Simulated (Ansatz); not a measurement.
Geometry optimisation, RKS BHLYP-D4/6-31G* (Ansatz).

Input:

```yaml
crystal:
  periodic: [false, false, false]
  atoms:
    - { symbol: B, position_ang: [0.0, 0.0, 0.0] }
    - { symbol: F, position_ang: [0.0, 0.0, 1.67] }
    - { symbol: O, position_ang: [1.2211, 0.0, -0.705] }
    - { symbol: H, position_ang: [1.5209, -0.9519, -0.8599] }
    - { symbol: "N", position_ang: [-1.3423, 0.0, -0.775] }
    - { symbol: H, position_ang: [-2.0112, -0.8164, -0.6764] }
    - { symbol: H, position_ang: [-1.5914, 0.8164, -1.4036] }
    - { symbol: H, position_ang: [-0.1864, 1.4017, 0.4698] }
    - { symbol: H, position_ang: [-0.1469, 1.1046, 1.3144] }
basis:
  gaussian: { orbitals: "6-31G*" }
hamiltonian:
  xc: { name: BHLYP }
  dispersion: d4
relax:
  f_tol: 0.15
  max_steps: 25
  restrain:
    - { distance: [0, 7], at: 1.19, k: 30.0 }
    - { distance: [8, 1], at: 0.92, k: 30.0 }
    - { distance: [0, 1], at: 2.52, k: 30.0 }
    - { distance: [8, 7], at: 1.86, k: 30.0 }
```

Launched with:

```bash
$ ansatz run input.yaml --threads 1 --pin off --max-ram 2048MiB --backend cpu --events-out ev --progress --plain --runs-dir out
```

Where does it end, and by what steps?

It converged. The restraints hold the end off the free minimum. After 10 steps the energy has fallen by 3.558 eV (the restraints' own energy left out); H6 moved furthest, 0.87 Å. Joined: F2–H9 (1.17 → 0.92 Å).

```
step  energy less start (eV)  largest force component (eV/Å)  accepted
   0                  0.0000                           4.033       yes
   1                 -0.7159                           4.634       yes
   2                 -1.9452                           3.147       yes
   3                 -2.5217                           1.840       yes
   4                 -2.9791                           1.073       yes
   5                 -3.0847                           2.393       yes
   6                 -3.3186                           1.472       yes
   7                 -3.4540                           1.212       yes
   8                 -3.5380                           0.376       yes
   9                 -3.5545                           0.360       yes
  10                 -3.5579                           0.414       yes
```

```xyz
9
Properties=species:S:1:pos:R:3
B -0.078 0.501 -0.422
F -0.197 0.259 2.095
O 1.109 -0.176 -0.417
H 1.047 -1.086 -0.708
N -1.271 0.027 -0.972
H -1.414 -0.910 -1.296
H -2.118 0.554 -0.903
H -0.028 1.605 0.022
H 0.413 0.780 1.636
```

Run time: 35 s on 1 thread of Arm Neoverse V1, with other jobs on the host, peak memory 0.16 GiB.
